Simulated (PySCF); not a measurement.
## How methods differ on the ionisation energy of Sc¹¹⁺

Sc¹¹⁺ [Ne] → Sc¹²⁺ [He] 2s2 2p5 [2p1/2^2 2p3/2^3, M_J = 3/2], as a difference of total energies. Computed with PySCF 2.14 in an uncontracted even-tempered set (18 s from 1.7 bohr⁻², ratio 2.4; 12 p from 2.2 bohr⁻², ratio 2.4; 5 d from 13 bohr⁻², ratio 2.6; 5 f from 19 bohr⁻², ratio 2.6), with the two-component X2C-1e Hamiltonian. Correlated levels: nothing frozen; the 34 highest virtual spinors dropped. "Screened" scales the spin-orbit matrix elements by Boettger's factors to mimic the two-electron term; Breit and QED terms are absent.

```csv
method,ionisation energy (eV)
GHF (spin-free),686.27
GMP2 (spin-free),687.71
GHF (screened spin-orbit),684.65
GMP2 (screened spin-orbit),686.09
```

How much does correlation contribute at GMP2 (screened spin-orbit)?

686.09 − (684.65) = 1.44 eV, measured against GHF (screened spin-orbit).

For comparison: 687.36 ± 0.12 eV (measured; NIST Atomic Spectra Database, ionization energies).
